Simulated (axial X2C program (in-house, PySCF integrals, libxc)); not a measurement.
**What spin–orbit coupling does to MgNi⁺**

Computed with an in-house relativistic program for diatomic molecules. Spin-free means the one-electron spin-free X2C Hamiltonian; two-component (2c) means X2C with spin–orbit coupling and atomic mean-field two-electron Coulomb and Gaunt terms, so the difference of the two also holds small scalar two-electron terms. Basis: Ni dyall-v2z [7s8p4d2f], Mg dyall-v2z [7s7p3d] (cores contracted in-house); Gaussian nuclei, density fitting, unrestricted open shells. Masses: Ni 57.935 u, Mg 23.985 u.

Spin-free state: M_S = 1/2, Λ = 2 (beyond evenly filled blocks: δ+α, δ+β, δ-α); fragments Ni + Mg+.

```
level  Re (Å)  ωe (cm⁻¹)  De (eV)  μ (D)
 PBE0   2.370      290.2    2.348   4.60
   HF   2.632      181.8    0.123   3.33
 PW91   2.336      311.3    2.525   4.92
 TPSS   2.334      312.8    2.373   4.86
```

Dipoles are positive if Mg is the positive end and refer to the centre of mass.

Q: Within this multiplet, which Ω should lie lowest by the rule for regular and inverted multiplets?

A: The open δ shell holds three electrons, one hole, so the multiplet is inverted: Ω = Λ + 1/2 = 5/2. The PBE0 2c search agrees.

Two-component determinant lowest at the distance of the search:

Ω = 5/2 (⟨Sz⟩ = 0.50, ⟨Lz⟩ = 2.00 at PBE0); fragments Ni + Mg+ for PBE0, PW91, TPSS; Ni+ + Mg for HF.

```csv
level,Re (Å),ωe (cm⁻¹),μ (D)
PBE0,2.371,290.1,4.60
HF,2.632,181.8,3.33
PW91,2.336,311.2,4.92
TPSS,2.334,312.6,4.86
```

Q: From the two tables, how do the constants change at the PBE0 level (2c against spin-free)?

A: At the PBE0 level Re is unchanged within 0.001 Å and ωe stays the same within 0.2 cm⁻¹.

Occupations by symmetry block were frozen at the best pattern of an incomplete PBE0 search. De is counted from the lowest determinant-based energies of the atoms at the same level, without counterpoise correction. De is not given where an atomic determinant may have missed its ground term or J level, or where the truncated virtual space spoils (T). Density functionals use the spin component along the axis (collinear). Other states lie close and PBE0, whose exact exchange favours high spin, may order them wrongly; the determinant shown need not be the ground state. The nearest other spin-free determinant of the search, M_S = 1/2, Λ = 0, lies 0.05 eV up at the distance of the search. The functionals have no current-density term, which raises determinants with orbital currents, atoms included. At some level and bond length an empty orbital lies below a filled one. The determinant is spin-polarised beyond a pure state at some levels (its spin-free form has ⟨S²⟩ too high), which makes Re and μ there less reliable.
